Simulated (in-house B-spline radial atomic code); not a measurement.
A run on B⁻ that did not converge. Method: non-relativistic r2SCAN0, spin-polarised, spherical fractional occupations, exact exchange averaged over the configuration, point nucleus; computed with a B-spline radial code for spherical atoms.

Command:
```bash
python run_scf.py task.json out
```
Settings:
```
Z                5
configuration    [He] 2s2 2p2
hamiltonian      nr
method           r2scan0
spin_polarised   True
exact_exchange   averaged over the configuration
```

First and last ten iterations of the last attempt (damped for 15 steps, keeping 80 % of the old Fock matrix, then DIIS):
```
 iter        energy (Eh)    residual
    1         -24.317323    2.97e-02
    2         -23.027107    3.09e-02
    3         -24.446615    5.52e-02
    4         -24.525063    4.02e-02
    5         -24.575199    2.83e-02
    6         -24.606523    2.01e-02
    7         -24.625617    1.35e-02
    8         -24.636934    8.47e-03
    9         -24.643432    5.53e-03
   10         -24.647106    3.61e-03
  111         -24.644692    6.37e-03
  112         -24.640096    8.92e-03
  113         -24.298558    3.50e-02
  114         -24.298628    3.50e-02
  115         -24.300800    3.46e-02
  116         -24.301058    3.45e-02
  117         -24.300535    3.46e-02
  118         -24.298345    3.48e-02
  119         -24.297506    3.51e-02
  120         -24.296874    3.53e-02
 not converged after 120 iterations
```

The smallest residual met was 2.8e-03; the threshold is about 1e-07. No energy from this run should be used. Run time, properties included: 1.1 s on 1 thread of Intel(R) Xeon(R) 6975P-C, on a shared host.
